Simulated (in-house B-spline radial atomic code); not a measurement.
Ba⁵⁺. Computed with a B-spline radial atomic code. Model: all-electron spherical atom, spin shells full or empty, radial basis limit, no spin-orbit coupling, Breit or QED, empty-state partial waves extrapolated as (l+1/2)^-4, RPA, G0W0 and static COHSEX of the highest shell as one setting changes (uncorrelated shells keep exact exchange).

Given: element Ba; charge 5; filled core Kr; hamiltonian one-electron scalar X2C; mean-field start PBE0; highest l of empty states 9; nuclear rms radius 4.8378 fm; highest mean-field shell 5p up.

Shell: 4d 5 5, 5s 1 1, 5p 3 0 (electrons up and down).

```tsv
lowest nl shells left uncorrelated	RPA correlation energy (hartree)	G0W0 level (eV)	G0W0 minus most complete (meV)	COHSEX level (eV)	linearised minus solved G0W0 (meV)
0	-4.0594	-74.421	0	-76.59	-9.1
1	-3.8756	-74.421	0.6	-76.59	-9.1
2	-3.6788	-74.421	0.7	-76.591	-9.1
3	?	?	?	?	?
4	-2.9317	-74.418	3.4	-76.587	-9.1
5	-2.3908	-74.424	-2.3	-76.601	-9.1
6	-1.5156	-74.377	43.9	-76.518	-8.9
7	-1.3598	-74.379	41.8	-76.523	-8.9
8	?	?	?	?	?
9	-0.17464	-73.966	455.1	-75.776	-8.1
10	-0.064371	-74.151	270.6	-75.541	-5.9
```

Problem. What follows for lowest nl shells left uncorrelated = 8?

Solution. RPA correlation energy -0.91059 hartree; G0W0 level -74.391 eV; G0W0 minus most complete 29.9 meV; COHSEX level -76.529 eV; linearised minus solved G0W0 -9.1 meV.

Problem. What follows for lowest nl shells left uncorrelated = 3?

Solution. RPA correlation energy -3.1128 hartree; G0W0 level -74.418 eV; G0W0 minus most complete 3.5 meV; COHSEX level -76.585 eV; linearised minus solved G0W0 -9.1 meV.
